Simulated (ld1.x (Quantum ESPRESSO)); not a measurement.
## Scattering properties, TM potential for Sb

| Quantity | Value |
| --- | --- |
| Element | Sb (Z = 51) |
| Generator | ld1.x (Quantum ESPRESSO) 7.5 |
| Type | norm-conserving Troullier–Martins (Kleinman–Bylander form) |
| Functional | PBE |
| Relativity | scalar-relativistic |
| Frozen core | [Kr] 4d10 |
| Valence charge | 5 |
| Reference configuration | 5s2 5p2 (charge +1) |
| Partial waves | 5p (bound): rc 2.00 bohr; 5d channel at -0.1 Ry: rc 1.95 bohr; 5s (bound): rc 1.95 bohr |
| Local potential | the s channel |
| Core correction | a·sin(br)/r model core, default radius (core density twice the valence density) |

The phase is arctan(r·u′/u) with u = r·R(r), unwrapped; energies in Ry, scanned from -4 to 5 Ry. A pole is an energy at which the radial function vanishes at the test radius. The pseudo phase is shifted by a multiple of π to meet the all-electron one at the reference energy, and phase errors are pseudo minus all-electron; the curves can meet again beyond the range given. Levels narrower than the energy grid can be missing from the lists of poles.

For each channel, where are the poles, and over which energies does the pseudopotential scatter like the atom?

| channel | radius (bohr) | reference energy (Ry) | poles, all-electron | poles, pseudo | unbroken range about the reference energy with phases within 0.05 rad | phase error 1 Ry above the reference energy (rad) |
| --- | --- | --- | --- | --- | --- | --- |
| s | 2.20 | -1.52 | 1.13 | 1.00 | below 3.1 | -0.004 |
| p | 2.20 | -0.88 | 2.81 | 2.54 | below 4.7 | -0.008 |
| d | 2.20 | -0.10 | -2.92 | 4.70 | -2.2 to 0.8 | -0.061 |

Note: ghost state, extra bound levels that the all-electron valence spectrum of the same l lacks: d at -82.9 eV. A true bound ghost makes a file unfit for plane-wave use.

Phases in the s channel:

```json
{"E (Ry)": "-4.00", "all-electron": "1.204", "pseudo": "1.201"}
{"E (Ry)": "-3.52", "all-electron": "1.137", "pseudo": "1.134"}
{"E (Ry)": "-3.04", "all-electron": "1.027", "pseudo": "1.023"}
{"E (Ry)": "-2.56", "all-electron": "0.815", "pseudo": "0.810"}
{"E (Ry)": "-2.08", "all-electron": "0.334", "pseudo": "0.331"}
{"E (Ry)": "-1.60", "all-electron": "-0.502", "pseudo": "-0.502"}
{"E (Ry)": "-1.12", "all-electron": "-1.049", "pseudo": "-1.050"}
{"E (Ry)": "-0.64", "all-electron": "-1.290", "pseudo": "-1.293"}
{"E (Ry)": "-0.16", "all-electron": "-1.414", "pseudo": "-1.419"}
{"E (Ry)": "0.32", "all-electron": "-1.489", "pseudo": "-1.496"}
{"E (Ry)": "0.80", "all-electron": "-1.542", "pseudo": "-1.552"}
{"E (Ry)": "1.28", "all-electron": "-1.583", "pseudo": "-1.596"}
{"E (Ry)": "1.76", "all-electron": "-1.617", "pseudo": "-1.635"}
{"E (Ry)": "2.24", "all-electron": "-1.648", "pseudo": "-1.672"}
{"E (Ry)": "2.72", "all-electron": "-1.678", "pseudo": "-1.713"}
{"E (Ry)": "3.20", "all-electron": "-1.709", "pseudo": "-1.761"}
{"E (Ry)": "3.68", "all-electron": "-1.744", "pseudo": "-1.827"}
{"E (Ry)": "4.16", "all-electron": "-1.785", "pseudo": "-1.931"}
{"E (Ry)": "4.64", "all-electron": "-1.838", "pseudo": "-2.134"}
```
